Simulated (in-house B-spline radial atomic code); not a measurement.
**Tb²⁷⁺: [Ne] 3s1 3p6 3d10 4s2 4p6 4d3 (with a hole in an inner shell)**

Level of theory: Dirac-Hartree-Fock, average of configuration, Fermi nucleus of rms radius 5.06 fm; calculated with a radial B-spline atomic code at the basis-set limit.

Screening seen three ways: the hydrogenic charge with the same mean radius, Z_r = [3n² - l(l+1)]/(2<r>), the one with the same energy, Z_e = n√(-2ε), and Slater's rules. Values are occupation-weighted means over j. An effective charge above Z reflects the relativistic contraction of the inner shells.

```
shell  electrons   ε (eV)  <r> (bohr)    Z_r    Z_e  Slater
   1s          2   -53290      0.0215  69.76  62.58   64.70
   2s          2  -9759.3     0.09087  66.03  53.56   60.85
   2p          6    -8808     0.08049  62.12  50.89   60.85
   3s          1    -2934      0.2363  57.13  44.05   54.10
   3p          6  -2618.6      0.2334  53.57  41.62   54.10
   3d         10  -2219.4      0.2123  49.46  38.32   44.85
   4s          2  -1223.5      0.4949  48.49  37.93   38.10
   4p          6  -1107.5        0.51  45.09  36.09   38.10
   4d          3  -958.55      0.5166  40.65  33.57   29.30
```

The least bound orbital is 4d5/2 at -954.8 eV, and it is also the most diffuse (<r> = 0.5189 bohr). The part-filled 3s shell lies below the filled 4p shell in orbital energy.

Spin-orbit splittings of the orbital energies (j = l + 1/2 above j = l - 1/2 when positive): 2p 749.9 eV, 3p 162.2 eV, 3d 35.16 eV, 4p 45.83 eV, 4d 9.398 eV.

For the 1s electron the small component carries 5.88 % of the norm, the zero-frequency Breit interaction raises the level by 158.3 eV, self-energy by 95.39 eV, and vacuum polarisation lowers it by 15.78 eV.
